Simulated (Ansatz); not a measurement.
Basis-set extrapolation for C2H3AlClFO, SMILES `FC1(Cl)[CH2][AlH][O]1` (PBE0-D4/def2-TZVP geometry, frozen core, Ansatz 0.2.0). Multiplicity 1, RHF reference.

```tsv
	def2-TZVPP	def2-QZVPP
HF	-953.349172	-953.380180
MP2 correlation	-1.072499	-1.162489
CCSD(T) correlation	-1.149329	not run
```

Energies in hartree. Use E(X) = E(∞) + A·exp(−7.88·√X) for Hartree–Fock and E(X) = E(∞) + B·X^(−2.97) for correlation, with X = 3 and 4, and add CCSD(T) minus MP2 of the smaller set to the MP2 limit.

Problem. What is the CCSD(T) energy at the basis-set limit?

Solution. HF limit: -953.380180 + (-0.031008) × 0.13774 = -953.38445. MP2 limit: -1.162489 + (-0.089990) × 0.74074 = -1.22915. Higher-order term: -1.149329 − (-1.072499) = -0.07683. Total: -954.69043 hartree, 503.9 kJ/mol below CCSD(T)/def2-TZVPP.
